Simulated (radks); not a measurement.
Problem. Excited configurations of Cs IV: one electron is placed in a higher orbital outside [Kr] 4d10 5s2 5p3. The ground configuration is [Kr] 4d10 5s2 5p4. Calculated with a radial shooting solver on a logarithmic mesh with Libxc functionals: Dirac Kohn-Sham, LDA (Slater exchange, Perdew-Wang correlation), spin-unpolarised, spherical densities, finite nucleus; open shells fill j = l - 1/2 first; Fermi nuclear charge, rms radius 4.8041 fm. Excitation = E - E(ground); binding = E(ion) - E, where the ion is the core of charge +4; n* = 4/sqrt(2 binding) in atomic units, and the quantum defect is n - n*.

outer orbital  excitation (eV)  binding (eV)     n*  quantum defect  eigenvalue (eV)  <r> (bohr)
4f5/2                   20.704        23.925  3.016           0.984          -17.495       1.673
5f5/2                   31.450        13.180  4.064           0.936          -11.129       4.671
6d3/2                   30.527        14.103  3.929           2.071          -12.355       5.269
7p1/2                   32.792        11.838  4.288           2.712          -10.529       6.868
7d3/2                   35.627         9.003  4.917           2.083           -7.986       8.594

Estimate the row for 6s1/2.

Solution. excitation (eV) 20.627; binding (eV) 24.003; n* 3.012; quantum defect 2.988; eigenvalue (eV) -21.173; <r> (bohr) 3.544. The Delta-SCF ionisation energy is 44.630 eV (NIST Atomic Spectra Database: 43 eV, theoretical). Self-interaction in the functional shifts the binding energies and quantum defects, so they are the method's values and not measured ones. Spin polarisation and multiplet splitting are left out, so open shells lie too high by an amount that depends on their filling.

Beside tabulated values, note that spin-unpolarised runs miss the spin-polarisation part of the exchange energy of open shells.
